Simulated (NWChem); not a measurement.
Species: GaH, singlet; SMILES [GaH]

All runs: NWChem. Low-valent species are run as closed-shell singlets; no triplet was tried in these runs. Coordinates come from a PBE0-D3(BJ)/def2-TZVP optimisation. Ions are spin-unrestricted doublets at the neutral geometry; other ion states weren't tried.

Task: Order these by “ΔSCF minus −ε(HOMO) (eV)”, lowest first: r2SCAN/aug-cc-pVDZ; PBE0/aug-cc-pVDZ; PBE/aug-cc-pVDZ; B3LYP/aug-cc-pVDZ; M06-2X/aug-cc-pVDZ.

Result: M06-2X/aug-cc-pVDZ (1.39), PBE0/aug-cc-pVDZ (2.40), B3LYP/aug-cc-pVDZ (2.66), r2SCAN/aug-cc-pVDZ (3.08), PBE/aug-cc-pVDZ (3.38)
